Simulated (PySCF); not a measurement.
PySCF job for C₄H₅, SMILES C#C[CH]C, multiplicity 2, TDA-PBE/def2-SVPD. Coordinates come from a B3LYP-D3(BJ)/def2-SVP optimisation.

```python
import numpy as np
from pyscf import gto, scf, dft, tdscf

mol = gto.M(
    atom='''
    C    -0.22983032    1.98153011    0.00000000
    C     0.15195614    0.81026276   -0.00000000
    C     0.56603563   -0.50297804    0.00000000
    C    -0.36662098   -1.67451265    0.00000000
    H    -0.55716235    3.00350580    0.00000000
    H     1.64446565   -0.70115152   -0.00000000
    H    -0.19901875   -2.31625836   -0.88446788
    H    -0.19901876   -2.31625836    0.88446787
    H    -1.41850860   -1.35565068   -0.00000001
    ''',
    basis='def2-SVPD',
    charge=0,
    spin=1,
    max_memory=1600,
    verbose=4,
)
mf = dft.UKS(mol, xc='pbe').density_fit(auxbasis='def2-universal-jkfit')
mf.grids.level = 3
mf.conv_tol = 1e-9
mf.max_cycle = 100
mf.kernel()
fine, coarse = mf.grids, dft.Grids(mol).set(level=1).build(with_non0tab=True)
for _ in range(3):  # follow internal instabilities
    mf.grids = coarse
    mo, _, stable, _ = mf.stability(return_status=True, nroots=4)
    mf.grids = fine
    if stable:
        break
    mf.kernel(mf.make_rdm1(mo, mf.mo_occ))
mf.grids = dft.Grids(mol).set(level=1).build(with_non0tab=True)  # coarser grid for the response kernel
td = tdscf.TDA(mf)
td.nstates = 10
td.conv_tol = 1e-4
td.positive_eig_threshold = 1e-6
td.kernel(x0=td.get_init_guess(mf, 15))
td.analyze()
```

Program output:

```
PySCF version 2.14.0

[INPUT] verbose = 4
[INPUT] num. atoms = 9
[INPUT] num. electrons = 29
[INPUT] charge = 0
[INPUT] spin (= nelec alpha-beta = 2S) = 1
[INPUT] symmetry False subgroup None
[INPUT] Mole.unit = angstrom
[INPUT] Symbol           X                Y                Z      unit          X                Y                Z       unit  Magmom
[INPUT]  1 C     -0.229830320000   1.981530110000   0.000000000000 AA   -0.434316359921   3.744549215479   0.000000000000 Bohr   0.0
[INPUT]  2 C      0.151956140000   0.810262760000   0.000000000000 AA    0.287155487546   1.531174705334   0.000000000000 Bohr   0.0
[INPUT]  3 C      0.566035630000  -0.502978040000   0.000000000000 AA    1.069652317446  -0.950490742271   0.000000000000 Bohr   0.0
[INPUT]  4 C     -0.366620980000  -1.674512650000   0.000000000000 AA   -0.692813243720  -3.164370300620   0.000000000000 Bohr   0.0
[INPUT]  5 H     -0.557162350000   3.003505800000   0.000000000000 AA   -1.052884248419   5.675803375543   0.000000000000 Bohr   0.0
[INPUT]  6 H      1.644465650000  -0.701151520000   0.000000000000 AA    3.107589699755  -1.324984344623   0.000000000000 Bohr   0.0
[INPUT]  7 H     -0.199018750000  -2.316258360000  -0.884467880000 AA   -0.376090931153  -4.377093934134  -1.671402059175 Bohr   0.0
[INPUT]  8 H     -0.199018760000  -2.316258360000   0.884467870000 AA   -0.376090950051  -4.377093934134   1.671402040277 Bohr   0.0
[INPUT]  9 H     -1.418508600000  -1.355650680000  -0.000000010000 AA   -2.680592759340  -2.561808505780  -0.000000018897 Bohr   0.0

nuclear repulsion = 95.1166944633381
number of shells = 52
number of NR pGTOs = 170
number of NR cGTOs = 120
basis = def2-SVPD
ecp = {}


******** <class 'pyscf.df.df_jk.DFUKS'> ********
method = DFUKS
initial guess = minao
damping factor = 0
level_shift factor = 0
DIIS = <class 'pyscf.scf.diis.CDIIS'>
diis_start_cycle = 1
diis_space = 8
diis_damp = 0
SCF conv_tol = 1e-09
SCF conv_tol_grad = None
SCF max_cycles = 100
direct_scf = False
number electrons alpha = 15  beta = 14
XC library pyscf.dft.libxc version 7.1.2
    S. Lehtola, C. Steigemann, M. J. T. Oliveira, and M. A. L. Marques,  SoftwareX 7, 1–5 (2018)
XC functionals = pbe
    J. P. Perdew, K. Burke, and M. Ernzerhof,  Phys. Rev. Lett. 77, 3865 (1996)
    J. P. Perdew, K. Burke, and M. Ernzerhof,  Phys. Rev. Lett. 78, 1396 (1997)
    J. P. Perdew, K. Burke, and M. Ernzerhof,  Phys. Rev. Lett. 77, 3865 (1996)
    J. P. Perdew, K. Burke, and M. Ernzerhof,  Phys. Rev. Lett. 78, 1396 (1997)
radial grids:
    Treutler-Ahlrichs [JCP 102, 346 (1995); DOI:10.1063/1.469408] (M4) radial grids

becke partition: Becke, JCP 88, 2547 (1988); DOI:10.1063/1.454033
pruning grids: <function nwchem_prune>
grids dens level: 3
symmetrized grids: False
atomic radii adjust function: <function treutler_atomic_radii_adjust>
small_rho_cutoff = 0
Set gradient conv threshold to 3.16228e-05
tot grids = 105512
init E= -155.174645132471
  alpha nocc = 15  HOMO = -0.20963782523396  LUMO = -0.0698978046691123
  beta  nocc = 14  HOMO = -0.324421792080879  LUMO = -0.209637825233961

WARN: HOMO -0.20963782523396 >= LUMO -0.209637825233961

cycle= 1 E= -154.948330981761  delta_E= 0.226  |g|= 0.293  |ddm|= 5.44
  alpha nocc = 15  HOMO = -0.109533650971479  LUMO = 0.0235854291345632
  beta  nocc = 14  HOMO = -0.162470893955369  LUMO = -0.0672515793848838
  HOMO = -0.109533650971  LUMO = -0.0672515793849  gap/eV = 1.15055
cycle= 2 E= -154.906078139332  delta_E= 0.0423  |g|= 0.398  |ddm|= 1.49
  alpha nocc = 15  HOMO = -0.165559442128977  LUMO = -0.0110191148038417
  beta  nocc = 14  HOMO = -0.243493370446384  LUMO = -0.119331157513024
  HOMO = -0.165559442129  LUMO = -0.119331157513  gap/eV = 1.25794
cycle= 3 E= -154.998865063294  delta_E= -0.0928  |g|= 0.0634  |ddm|= 0.777
  alpha nocc = 15  HOMO = -0.170190869473621  LUMO = -0.0108158741086224
  beta  nocc = 14  HOMO = -0.243602707698456  LUMO = -0.121485836904627
  HOMO = -0.170190869474  LUMO = -0.121485836905  gap/eV = 1.32533
cycle= 4 E= -154.999786786187  delta_E= -0.000922  |g|= 0.0467  |ddm|= 0.134
  alpha nocc = 15  HOMO = -0.170954780134384  LUMO = -0.00989998755956734
  beta  nocc = 14  HOMO = -0.241441465176509  LUMO = -0.120466795575908
  HOMO = -0.170954780134  LUMO = -0.120466795576  gap/eV = 1.37385
cycle= 5 E= -155.000711386111  delta_E= -0.000925  |g|= 0.0218  |ddm|= 0.0681
  alpha nocc = 15  HOMO = -0.169632198841502  LUMO = -0.010017493950548
  beta  nocc = 14  HOMO = -0.242136668587903  LUMO = -0.118225554381723
  HOMO = -0.169632198842  LUMO = -0.118225554382  gap/eV = 1.39885
cycle= 6 E= -155.000994376906  delta_E= -0.000283  |g|= 0.00541  |ddm|= 0.0339
  alpha nocc = 15  HOMO = -0.170002809497926  LUMO = -0.00981598628240921
  beta  nocc = 14  HOMO = -0.241611715191508  LUMO = -0.117757908780042
  HOMO = -0.170002809498  LUMO = -0.11775790878  gap/eV = 1.42166
cycle= 7 E= -155.001014621573  delta_E= -2.02e-05  |g|= 0.00191  |ddm|= 0.0196
  alpha nocc = 15  HOMO = -0.170398574326871  LUMO = -0.0100057081015392
  beta  nocc = 14  HOMO = -0.241937576941754  LUMO = -0.117764511848381
  HOMO = -0.170398574327  LUMO = -0.117764511848  gap/eV = 1.43225
cycle= 8 E= -155.001017967884  delta_E= -3.35e-06  |g|= 0.000948  |ddm|= 0.0103
  alpha nocc = 15  HOMO = -0.170331971066877  LUMO = -0.00990493307723606
  beta  nocc = 14  HOMO = -0.241779263310338  LUMO = -0.117588734371493
  HOMO = -0.170331971067  LUMO = -0.117588734371  gap/eV = 1.43522
cycle= 9 E= -155.001018782237  delta_E= -8.14e-07  |g|= 0.000297  |ddm|= 0.00469
  alpha nocc = 15  HOMO = -0.170350302665064  LUMO = -0.00991144939184263
  beta  nocc = 14  HOMO = -0.24179747096223  LUMO = -0.117591375986318
  HOMO = -0.170350302665  LUMO = -0.117591375986  gap/eV = 1.43564
cycle= 10 E= -155.001018883247  delta_E= -1.01e-07  |g|= 8.94e-05  |ddm|= 0.00178
  alpha nocc = 15  HOMO = -0.170343762450169  LUMO = -0.00990594227352881
  beta  nocc = 14  HOMO = -0.241791111390242  LUMO = -0.117588557985493
  HOMO = -0.17034376245  LUMO = -0.117588557985  gap/eV = 1.43554
cycle= 11 E= -155.001018897333  delta_E= -1.41e-08  |g|= 3.63e-05  |ddm|= 0.000876
  alpha nocc = 15  HOMO = -0.170351388707174  LUMO = -0.00991239862113202
  beta  nocc = 14  HOMO = -0.241801737707524  LUMO = -0.117597390998797
  HOMO = -0.170351388707  LUMO = -0.117597390999  gap/eV = 1.43551
cycle= 12 E= -155.001018897709  delta_E= -3.76e-10  |g|= 3.81e-05  |ddm|= 0.000181
  alpha nocc = 15  HOMO = -0.170346869757752  LUMO = -0.00990750674837493
  beta  nocc = 14  HOMO = -0.24179434142159  LUMO = -0.117594034468091
  HOMO = -0.170346869758  LUMO = -0.117594034468  gap/eV = 1.43548
cycle= 13 E= -155.001018898598  delta_E= -8.89e-10  |g|= 7.59e-06  |ddm|= 9.19e-05
  alpha nocc = 15  HOMO = -0.17034641625848  LUMO = -0.00990812937536578
  beta  nocc = 14  HOMO = -0.24179554404288  LUMO = -0.11759394885163
  HOMO = -0.170346416258  LUMO = -0.117593948852  gap/eV = 1.43547
Extra cycle  E= -155.001018898495  delta_E= 1.03e-10  |g|= 1.63e-05  |ddm|= 2.9e-05
converged SCF energy = -155.001018898495  <S^2> = 0.76130693  2S+1 = 2.0112751
tot grids = 33080
uhf_internal: lowest eigs of H = [0.69066317 0.7004483  0.71133373 0.71783616]
<class 'pyscf.df.df_jk.DFUKS'> wavefunction is stable in the internal stability analysis
tot grids = 33080
Overwritten attributes  positive_eig_threshold  of <class 'pyscf.tdscf.uks.TDA'>


******** <class 'pyscf.tdscf.uks.TDA'> for <class 'pyscf.df.df_jk.DFUKS'> ********
nstates = 10
deg_eia_thresh = 1.000e-03
wfnsym = None
conv_tol = 0.0001
eigh lindep = 1e-12
eigh level_shift = 0
eigh max_cycle = 100


Excitation energies (eV)
[3.26830817 4.22876029 4.23145427 5.02759471 5.37325811 5.53654998
 5.7980383  5.89591669 6.15922174 6.34168674]

** Excitation energies and oscillator strengths **
Excited State   1:      3.26831 eV    379.35 nm  f=0.0000
      15a ->   16a      0.11209
      14b ->   15b     -0.99166
Excited State   2:      4.22876 eV    293.19 nm  f=0.0274
      14a ->   16a     -0.14141
      15a ->   19a     -0.40176
      13b ->   15b     -0.89357
Excited State   3:      4.23145 eV    293.01 nm  f=0.0001
      15a ->   16a     -0.99260
      14b ->   15b     -0.11427
Excited State   4:      5.02759 eV    246.61 nm  f=0.0015
      15a ->   17a      0.99855
Excited State   5:      5.37326 eV    230.74 nm  f=0.0005
      14a ->   16a      0.64130
      14a ->   17a     -0.18221
      14b ->   16b     -0.69775
      14b ->   17b      0.18883
Excited State   6:      5.53655 eV    223.94 nm  f=0.0000
      15a ->   18a      0.99785
Excited State   7:      5.79804 eV    213.84 nm  f=0.0081
      15a ->   20a     -0.95043
      12b ->   15b     -0.30210
Excited State   8:      5.89592 eV    210.29 nm  f=0.0002
      15a ->   20a      0.30227
      12b ->   15b     -0.94926
Excited State   9:      6.15922 eV    201.30 nm  f=0.1024
      14a ->   16a      0.40484
      15a ->   19a     -0.78025
      11b ->   15b     -0.14908
      13b ->   15b      0.26074
      14b ->   16b      0.33705
Excited State  10:      6.34169 eV    195.51 nm  f=0.0004
      15a ->   21a     -0.99574

** Transition electric dipole moments (AU) **
state          X           Y           Z        Dip. S.      Osc.
  1        -0.0000     -0.0000     -0.0062      0.0000      0.0000
  2        -0.0883      0.5064     -0.0000      0.2643      0.0274
  3        -0.0000      0.0000      0.0290      0.0008      0.0001
  4         0.0000     -0.0000     -0.1120      0.0125      0.0015
  5        -0.0082      0.0581      0.0000      0.0034      0.0005
  6         0.0000      0.0000     -0.0108      0.0001      0.0000
  7        -0.0000     -0.0000     -0.2382      0.0567      0.0081
  8        -0.0000     -0.0000     -0.0359      0.0013      0.0002
  9         0.1204     -0.8148      0.0000      0.6785      0.1024
 10        -0.0000     -0.0000      0.0484      0.0023      0.0004

** Transition velocity dipole moments (imaginary part, AU) **
state          X           Y           Z        Dip. S.      Osc.
  1         0.0000     -0.0000      0.0040      0.0000      0.0001
  2         0.0117     -0.0008     -0.0000      0.0001      0.0006
  3         0.0000      0.0000      0.0056      0.0000      0.0001
  4        -0.0000     -0.0000     -0.0260      0.0007      0.0024
  5         0.0013      0.0009     -0.0000      0.0000      0.0000
  6         0.0000      0.0000     -0.0070      0.0000      0.0002
  7        -0.0000     -0.0000     -0.0787      0.0062      0.0194
  8        -0.0000     -0.0000      0.0165      0.0003      0.0008
  9        -0.0036     -0.0836      0.0000      0.0070      0.0206
 10         0.0000     -0.0000      0.0061      0.0000      0.0001

** Transition magnetic dipole moments (imaginary part, AU) **
state          X           Y           Z
  1        -0.1980      0.6351     -0.0000
  2        -0.0000      0.0000     -0.0356
  3         0.0922     -0.3449     -0.0000
  4         0.1795      0.1653     -0.0000
  5         0.0000      0.0000     -0.0090
  6         0.4478      0.0491     -0.0000
  7         0.0063     -0.2343      0.0000
  8        -0.0746     -0.3546      0.0000
  9        -0.0000      0.0000      0.2531
 10        -0.3280     -0.0772     -0.0000
```

Self-consistency was reached.
